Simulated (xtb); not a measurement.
xtb input (GFN2-xTB):

```bash
xtb mol.xyz --gfn 2 --sp --chrg -1 --uhf 0
```
mol.xyz:
```
17

C      2.53473254     0.00161516    -0.24777966
C      1.20361177     0.73198683    -0.37363065
C      0.01149827    -0.22597742    -0.06440536
C     -1.31525223     0.57145524    -0.26006987
C     -2.52643592    -0.32094191    -0.01960131
O      0.10226073    -0.80545094     1.12962024
H      2.63871165    -0.75209721    -1.03685475
H      2.54015230    -0.51894187     0.71221627
H      3.39920051     0.67314703    -0.30795484
H      1.09929989     1.17879612    -1.37465440
H      1.16403395     1.54680956     0.36157663
H      0.01869773    -0.96055603    -0.94312967
H     -1.31349412     1.38891239     0.47327381
H     -1.35852477     1.02215468    -1.26384553
H     -2.37980312    -0.83249918     0.93402816
H     -3.47090137     0.23530349     0.00177769
H     -2.60438504    -1.08624888    -0.80047433
```

End of the output:

```
         :::::::::::::::::::::::::::::::::::::::::::::::::::::
         ::                     SUMMARY                     ::
         :::::::::::::::::::::::::::::::::::::::::::::::::::::
         :: total energy             -20.536611963530 Eh    ::
         :: gradient norm              0.032889124389 Eh/a0 ::
         :: HOMO-LUMO gap              8.952709958788 eV    ::
         ::.................................................::
         :: SCC energy               -20.771692198235 Eh    ::
         :: -> isotropic ES            0.195074584733 Eh    ::
         :: -> anisotropic ES          0.015710788771 Eh    ::
         :: -> anisotropic XC          0.003904295450 Eh    ::
         :: -> dispersion             -0.010900435284 Eh    ::
         :: repulsion energy           0.235080234705 Eh    ::
         :: add. restraining           0.000000000000 Eh    ::
         :: total charge              -1.000000000000 e     ::
         :::::::::::::::::::::::::::::::::::::::::::::::::::::

           -------------------------------------------------
          |                Property Printout                |
           -------------------------------------------------

    * Orbital Energies and Occupations

         #    Occupation            Energy/Eh            Energy/eV
      -------------------------------------------------------------
         1        2.0000           -0.4387769             -11.9397
       ...           ...                  ...                  ...
         7        2.0000           -0.3322019              -9.0397
         8        2.0000           -0.3280993              -8.9280
         9        2.0000           -0.3271308              -8.9017
        10        2.0000           -0.3127958              -8.5116
        11        2.0000           -0.3013434              -8.2000
        12        2.0000           -0.2803040              -7.6275
        13        2.0000           -0.2799820              -7.6187
        14        2.0000           -0.2637404              -7.1767
        15        2.0000           -0.2475044              -6.7349
        16        2.0000           -0.2430259              -6.6131
        17        2.0000           -0.2115005              -5.7552
        18        2.0000           -0.0926278              -2.5205
        19        2.0000           -0.0902791              -2.4566 (HOMO)
        20                          0.2387269               6.4961 (LUMO)
        21                          0.2807465               7.6395
        22                          0.2958866               8.0515
        23                          0.2989181               8.1340
        24                          0.3144146               8.5557
        25                          0.3267203               8.8905
        26                          0.3306483               8.9974
        27                          0.3363897               9.1536
        28                          0.3366567               9.1609
        29                          0.3522818               9.5861
        30                          0.3763385              10.2407
       ...                                ...                  ...
        35                          0.5774489              15.7132
      -------------------------------------------------------------
                  HL-Gap            0.3290060 Eh            8.9527 eV
             Fermi-level            0.0742239 Eh            2.0197 eV

     #   Z          covCN         q      C6AA      α(0)
     1   6 C        3.749    -0.074    21.986     6.688
     2   6 C        3.796    -0.053    21.526     6.606
     3   6 C        3.714     0.182    17.819     6.031
     4   6 C        3.796    -0.053    21.526     6.606
     5   6 C        3.749    -0.074    21.986     6.688
     6   8 O        0.855    -0.778    30.941     7.458
     7   1 H        0.924     0.001     3.035     2.724
     8   1 H        0.924     0.050     2.326     2.385
     9   1 H        0.924    -0.019     3.409     2.888
    10   1 H        0.923    -0.039     3.840     3.064
    11   1 H        0.923    -0.008     3.196     2.796
    12   1 H        0.913    -0.119     6.278     3.919
    13   1 H        0.923    -0.008     3.196     2.796
    14   1 H        0.923    -0.039     3.840     3.064
    15   1 H        0.924     0.050     2.326     2.385
    16   1 H        0.924    -0.019     3.409     2.888
    17   1 H        0.924     0.001     3.035     2.724

 Mol. C6AA /au·bohr⁶  :       2357.624085
 Mol. C8AA /au·bohr⁸  :      47480.814048
 Mol. α(0) /au        :         71.710144

Wiberg/Mayer (AO) data.
largest (>0.10) Wiberg bond orders for each atom

 ---------------------------------------------------------------------------
     #   Z sym  total        # sym  WBO       # sym  WBO       # sym  WBO
 ---------------------------------------------------------------------------
     1   6 C    3.996 --     2 C    1.021     7 H    0.989     9 H    0.987
                             8 H    0.983
     2   6 C    3.978 --     1 C    1.021    11 H    0.980    10 H    0.978
                             3 C    0.925
     3   6 C    3.976 --     6 O    1.190     4 C    0.925     2 C    0.925
                            12 H    0.910
     4   6 C    3.978 --     5 C    1.021    13 H    0.980    14 H    0.978
                             3 C    0.925
     5   6 C    3.996 --     4 C    1.021    17 H    0.989    16 H    0.987
                            15 H    0.983
     6   8 O    1.396 --     3 C    1.190
     7   1 H    1.000 --     1 C    0.989
     8   1 H    0.998 --     1 C    0.983
     9   1 H    0.999 --     1 C    0.987
    10   1 H    0.998 --     2 C    0.978
    11   1 H    1.000 --     2 C    0.980
    12   1 H    0.986 --     3 C    0.910
    13   1 H    1.000 --     4 C    0.980
    14   1 H    0.998 --     4 C    0.978
    15   1 H    0.998 --     5 C    0.983
    16   1 H    0.999 --     5 C    0.987
    17   1 H    1.000 --     5 C    0.989
 ---------------------------------------------------------------------------

Topologies differ in total number of bonds
Writing topology from bond orders to xtbtopo.mol

molecular dipole:
                 x           y           z       tot (Debye)
 q only:       -0.102       0.868      -1.027
   full:       -0.137       1.126      -1.442       4.663
molecular quadrupole (traceless):
                xx          xy          yy          xz          yz          zz
Note: The following floating-point exceptions are signalling: IEEE_UNDERFLOW_FLAG IEEE_DENORMAL
normal termination of xtb
 q only:       -0.482       0.044       1.412      -0.253       3.639      -0.931
  q+dip:       -0.143       0.135       1.368      -0.374       5.091      -1.225
   full:        0.192       0.147       1.322      -0.385       4.813      -1.514

           -------------------------------------------------
          | TOTAL ENERGY              -20.536611963530 Eh   |
          | GRADIENT NORM               0.032889124389 Eh/α |
          | HOMO-LUMO GAP               8.952709958788 eV   |
           -------------------------------------------------

------------------------------------------------------------------------
------------------------------------------------------------------------
 total:
 SCF:
```

It need not be the lowest isomer of its formula. Whether it binds its extra electron was not tested at this geometry.
